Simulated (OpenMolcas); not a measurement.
# Zr: from CASSCF to CASPT2

```json
{"Program": "OpenMolcas 26.06", "Basis": "ANO-R1 [6s4p3d1f]", "Scalar Hamiltonian": "X2C, finite nucleus", "Active space": "2 electrons in 5 orbitals (4d)", "State averaging": "2S+1 = 3 even, 10 roots; 2S+1 = 1 even, 15 roots", "Spin-orbit coupling": "RASSI with atomic mean-field integrals over the reference wave functions, term energies averaged over their components"}
```

Methods on the same reference wave functions:
A. CASSCF
B. SS-CASPT2, IPEA 0.25 Eh, imaginary shift 0.1 Eh (closed shells correlated: 4s 4p 5s)

Energies in cm-1 above 4d2 5s2 3F2, the measured ground level; measured values from NIST Handbook of Basic Atomic Spectroscopic Data.

```tsv
Level	A	B	Measured
4d2 5s2 3F2	0.0	0.0	0.0
4d2 5s2 3F3	555	571	570
4d2 5s2 3F4	1237	1252	1241
4d2 5s2 1D2	8053	5570	
4d2 5s2 3P0	9106	7570	4197
4d2 5s2 3P1	9314	7790	4376
4d2 5s2 3P2	9815	8230	
4d2 5s2 1G4	12215	10840	8057
4d2 5s2 1S0	29148	22670
```

Deviations, from unrounded energies. A percentage is the sum of absolute deviations over the sum of measured energies, with the sign that they share, or ± where signs differ.

```
                        Against measurement  Levels      A      B
             mean absolute deviation (cm-1)       5   2800   1900
      fine structure of the ground term (%)       2   -1.1   +0.6
other terms of the ground configuration (%)       3  +84.2  +57.5
```

B lies closest to measurement on these levels. The largest miss of B in the table is 4d2 5s2 3P1, by +3400 cm-1. The ranking rests on the paired levels alone, and a cruder setting can come out closer through cancelling errors.

From A to B the spin-free energies of the other terms of 4d2 5s2 shown, above 3F, scale by factors of 0.65 to 0.88.

The lowest spin-free term lies below A's lowest term by 0.147 hartree in B.

Term energies are means over components that CASPT2 splits; among the terms shown or strongly mixed into the levels shown the widest spread is 230 cm-1 (4d2 5s2 1G, B). With the s shell closed, the reference lacks s² → p², s² → d² and s → d mixing, so excited terms can stand far too high and out of order, with CASPT2 too. Without dynamic correlation excited terms often stand tens of per cent too high (terms of higher spin than the ground term too low), and those without a measured partner can miss by more than the paired ones (holds for A). Some terms miss by over 15 % even with CASPT2, which points to a basis or an active space too small for the shells correlated (holds for B). Measured partners are found by configuration, term and J. A level has none where our copy of the source lacks it or the pairing is in doubt (some pairs that miss far off the trend of their configuration count as doubtful), and it then counts in no deviation. Only configurations of the active space appear.
